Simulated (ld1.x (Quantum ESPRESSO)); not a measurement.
**mercury: ultrasoft pseudisation with PBE, scalar-relativistic reference atom.**

| Property | Result |
| --- | --- |
| Element | Hg (Z = 80) |
| Generator | ld1.x (Quantum ESPRESSO) 7.5 |
| Type | ultrasoft |
| Functional | PBE |
| Relativity | scalar-relativistic |
| Frozen core | [Xe] 4f14 |
| Valence charge | 12 |
| Reference configuration | 5d10 6s1.75 6p0.25 |
| Partial waves | 6s (bound): rcut 1.60, rcutus 2.00 bohr; 6s channel at 3.95 Ry: rcut 1.60, rcutus 2.00 bohr; 6p (bound): rcut 2.20, rcutus 2.80 bohr; 6p channel at 1.1 Ry: rcut 2.20, rcutus 2.80 bohr; 5d (bound): rcut 1.15, rcutus 1.45 bohr; 5d channel at 2.2 Ry: rcut 1.15, rcutus 1.45 bohr |
| Local potential | all-electron potential smoothed inside 1.15 bohr (lloc = -1) |
| Core correction | a·sin(br)/r model core inside 0.85 bohr |
| Augmentation charge | built from norm-conserving waves at rcut, not smoothed further |

All-electron outer shells of the reference configuration (PBE, scalar-relativistic, ld1.x):

```tsv
shell	level (eV)	outermost node (bohr)	outermost maximum (bohr)
4f	-96.50	–	0.37
5p	-67.14	0.51	0.93
5d	-10.46	0.55	1.17
6s	-7.26	1.08	2.18
6p	-1.37	1.28	3.30
```

Results:

```
Cutoffs needed                            : 50 Ry and 90 Ry (the cutoffs (Ry, on a coarse ladder) from which the occupation-weighted sum of valence levels, in a spherical-Bessel basis at the reference potential, stays within 10 and 1 mRy of its value at 400 Ry)
Ghost test                                : ghost states, extra bound levels that the all-electron valence spectrum of the same l lacks: p at -483.7 eV, s at -274.8 eV; a true bound ghost makes a file unfit for plane-wave use (spherical-Bessel basis up to 400 Ry, 20 bohr box)
Largest excitation error                  : -336 meV (all-electron minus pseudo) for 5d8 6s0 6p0, out of 7 test configurations
Lowest eigenvalue of the overlap operator : 0.11 (p channel)
```

Generation and tests took about 2.3 s on one core of a shared server CPU.
